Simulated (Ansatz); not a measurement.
Species: CH₄BO₂, net charge -1, singlet state. It need not be the lowest isomer of its formula. Whether it binds its extra electron was not tested at this geometry. 
Geometry from a B3LYP-D3(BJ)/def2-TZVP (Ansatz, an electronic-structure program) optimisation:
```xyz
8

B      0.1091     0.0004    -0.0012
C      1.5610     0.0052    -0.0175
O     -0.7150     0.7571    -0.9282
O     -0.6889    -0.7618     0.9440
H      2.1567    -0.6545     0.6098
H      2.1381     0.6688    -0.6579
H     -1.4966     1.0625    -0.4573
H     -1.4789    -1.0724     0.4906
```
Charge -1, spin multiplicity 1.

Basis-set convergence of Hartree-Fock and CCSD correlation energies (hartree) with Ansatz. Cores are frozen in the correlated levels unless marked. Spin-orbit coupling is left out. No relativistic terms. This anion needs diffuse functions, which these sets lack.

```
basis    functions       E(HF)  E(corr, CCSD)
-------  ---------  ----------  -------------
cc-pVDZ          -  -214.66009       -0.63857
cc-pVTZ        176  -214.74068       -0.79225
cc-pVQZ        340         [?]            [?]
```

Question: Fill in the missing entries.

Answer: 
- cc-pVQZ, E(HF): -214.76084
- cc-pVQZ, E(corr, CCSD): -0.84240
